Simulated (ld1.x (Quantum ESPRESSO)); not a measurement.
## Reading a pseudo-wave (iridium)

Columns: radius, all-electron u(r) and pseudo u(r) of the 5p shell (level -54.92 eV) of iridium in the configuration [Kr] 4d10 4f14 5s2 5p6 5d7 6s2 6p0; LDA (PZ), scalar-relativistic, TM semilocal scheme, ld1.x (Quantum ESPRESSO) 7.5.

| r (bohr) | all-electron | pseudo |
| --- | --- | --- |
| 0.103 | -0.2660 | -0.0169 |
| 0.205 | -0.0932 | -0.0674 |
| 0.308 | 0.5172 | -0.1541 |
| 0.410 | 0.5120 | -0.2767 |
| 0.513 | 0.1105 | -0.4364 |
| 0.615 | -0.3543 | -0.6208 |
| 0.718 | -0.7292 | -0.8114 |
| 0.820 | -0.9649 | -0.9714 |
| 0.923 | -1.0794 | -1.0717 |
| 1.025 | -1.1001 | -1.0968 |
| 1.128 | -1.0587 | -1.0584 |
| 1.230 | -0.9809 | -0.9809 |
| 1.332 | -0.8846 | -0.8846 |
| 1.435 | -0.7812 | -0.7812 |
| 1.538 | -0.6796 | -0.6796 |
| 1.640 | -0.5853 | -0.5853 |
| 1.743 | -0.4989 | -0.4989 |
| 1.845 | -0.4231 | -0.4231 |
| 1.948 | -0.3561 | -0.3561 |
| 2.050 | -0.2988 | -0.2988 |
| 2.153 | -0.2494 | -0.2494 |
| 2.255 | -0.2080 | -0.2080 |
| 2.358 | -0.1726 | -0.1726 |
| 2.460 | -0.1432 | -0.1432 |
| 2.562 | -0.1186 | -0.1186 |
| 2.665 | -0.0979 | -0.0979 |

**Question.** How many radial nodes do the two functions have?

**Answer.** The all-electron 5p function has n − l − 1 = 3 (the table is too coarse to show those close to the nucleus); the pseudo-wave has 0, since the states of the same l below it are removed with the core.

**Question.** At about which radius was the pseudo-wave matched?

**Answer.** 1.25 bohr. The columns agree to 0.0005 from 1.13 bohr on; several derivatives are matched, so the curves merge somewhat inside the radius.

**Question.** Where does each function peak?

**Answer.** Outermost all-electron maximum near 1.02 bohr, pseudo maximum near 1.02 bohr (to the table’s step).

**Question.** Is the pseudo-wave norm-conserving?

**Answer.** Yes: the TM semilocal scheme keeps the norm inside the radius equal to the all-electron one, which fixes the energy derivative of the logarithmic derivative at the level.
